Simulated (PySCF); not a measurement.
**How methods differ on the excitation energy of Co**

Co [Ar] 3d7 4s2 (4F) → Co [Ar] 3d8 4s1 (4F), as a difference of total energies. Computed with PySCF 2.14 in x2c-TZVPPall (6s5p4d2f1g, 64 functions), with scalar relativity by spin-free X2C-1e. Correlated levels: valence: [Ar] frozen; valence and next inner shell: [Ne] frozen. The calculations carry no spin-orbit coupling.

```
                                method  excitation energy (cm⁻¹)  error (cm⁻¹)
                                   UHF                     15642        +12277
                                   LDA                   -3079.2         -6444
                                   PBE                   -2162.7         -5527
                                  PBE0                    1689.5         -1675
                                r2SCAN                   -263.95         -3628
                                  MN15                   -2878.2         -6243
                             CAM-B3LYP                    1995.0         -1370
                               r2SCAN0                    3094.9          -270
                                  BLYP                   -1154.6         -4519
                         MP2 (valence)                    1674.9         -1690
                     SCS-MP2 (valence)                    3417.2           +53
    MP2 (valence and next inner shell)                   -2318.8         -5683
SCS-MP2 (valence and next inner shell)                    543.71         -2821
```

Reference: 3364.5 cm⁻¹ (measured; NIST levels, between the centres of gravity of the two terms).

Errors of the correlated levels include the incompleteness of this basis and the frozen core.
